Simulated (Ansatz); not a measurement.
RbBr2, relaxed as a doublet with UKS PBE-D4/def2-TZVP in Ansatz, starting from the GFN1-xTB geometry. Force threshold 0.02 eV/Å.

In the def2 sets Rb takes a core potential; there is no spin–orbit coupling. The gap within one spin of the charge 0 doublet nearly closes, so an electron or hole may be smeared out by delocalisation error. The relaxation made no stability test and no search for a lower SCF solution. Another isomer (doublet) lies 0.69 eV lower at PBE0-D4/def2-TZVP; other spin states weren't run for this one.

Start:

```xyz
3

Rb   -0.030    0.226    0.065
Br    0.155    0.710   -2.944
Br   -0.125   -0.936    2.879
```

```csv
step,energy (eV),largest force component (eV/Å),SCF passes
1,-140729.2204,0.206,43
2,-140729.2310,0.138,35
3,-140729.2562,0.307,134
4,-140729.2911,0.090,20
5,-140729.2960,0.022,21
6,-140729.2966,0.004,21
7,-140729.2968,0.004,21
8,-140729.2969,0.001,21
```

Force components are those of the run's own axes.

End:

| atom | x (Å) | y (Å) | z (Å) |
| --- | --- | --- | --- |
| Rb1 | 0.000 | 0.003 | 0.001 |
| Br2 | 0.152 | 0.892 | -3.159 |
| Br3 | -0.151 | -0.895 | 3.158 |

By distances, no bond broke or formed. The bond that changes most is Rb1–Br3, from 3.05 to 3.29 Å (atoms count from 1).

The force fell under the threshold at step 6, but the optimiser went on. No frequencies were taken in this run, so the end may be a saddle point.

Run time 7.5 s (4 threads of AMD EPYC 9R45 on a shared host).
